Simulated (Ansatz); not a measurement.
`S[SiH2]C1BC1` → `S[SiH]1BCC1`  (isomerisation)

Isolated molecules relaxed with PBE0-D4/def2-TZVP in Ansatz; ΔE leaves out vibrations. CBS: MP2 limit from def2 TZ/QZ plus the TZ coupled-cluster correction, frozen cores. Functionals use def2-TZVPP. B3LYP here is the variant with VWN-RPA as its local correlation; programs differ in this. Each species was taken in one conformer, which may not be the lowest.

(1) Is it downhill or uphill in electronic energy at CCSD(T)/CBS, and by how much? (Estimate.)

(2) What do these levels give: PBE, B3LYP, SCS-MP2/def2-TZVPP, HF/def2-QZVPP, HF/CBS(def2), CCSD/CBS(def2)? (Best estimate.)

Largest T1 diagnostic among the species: 0.011.

Results:

(1) Ansatz gave: Downhill: ΔE = -0.13 eV.

(2) The calculation gave: PBE -0.14, B3LYP -0.04, SCS-MP2/def2-TZVPP -0.08, HF/def2-QZVPP 0.01, HF/CBS(def2) 0.01, CCSD/CBS(def2) -0.12 eV.

The D4 term adds −0.03 eV with B3LYP and −0.02 eV with PBE0; it sums over pairs of atoms, weighted by their polarisabilities, and B3LYP, whose exchange is more repulsive, gets the larger term. In def2-TZVPP, CCSD(T) changes the Hartree–Fock value by −0.14 eV (the triples alone add −0.02 eV) and MP2 by −0.08 eV.
